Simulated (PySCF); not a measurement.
# Ni²⁺ (nickel, charge +2) across methods

[Ar] 3d7 4s1, 4s spin antiparallel (an excited configuration). All numbers are calculated (PySCF 2.14, scalar relativity by spin-free X2C-1e, in aug-cc-pVDZ-DK).

```
   method  E (hartree)  mean ε 3d α (eV)  mean ε 3d β (eV)  mean ε 4s β (eV)  Σ⟨r²⟩ (bohr²)   ⟨S²⟩
BHandHLYP    -1519.331           -42.667           -39.704           -25.860          19.42  3.002
     MN15    -1520.229           -40.424           -37.006           -25.294          19.50  3.003
  r2SCAN0    -1519.279           -40.113           -37.295           -25.206          19.42  3.003
   revPBE    -1519.234           -36.357           -33.975           -23.940          19.46  3.002
      UHF  -1518.01957           -48.233           -44.318           -26.904          19.60  3.004
      PBE    -1519.072           -36.419           -34.030           -24.048          19.44  3.002
     PBE0    -1519.103           -39.606           -36.873           -24.921          19.42  3.002
   r2SCAN    -1519.300           -37.089           -34.595           -24.359          19.44  3.003
      LDA    -1516.507           -36.700           -33.983           -24.376          19.39  3.002
```

With the s spin flipped the determinant is a mixture of two multiplicities, not a spectroscopic state.
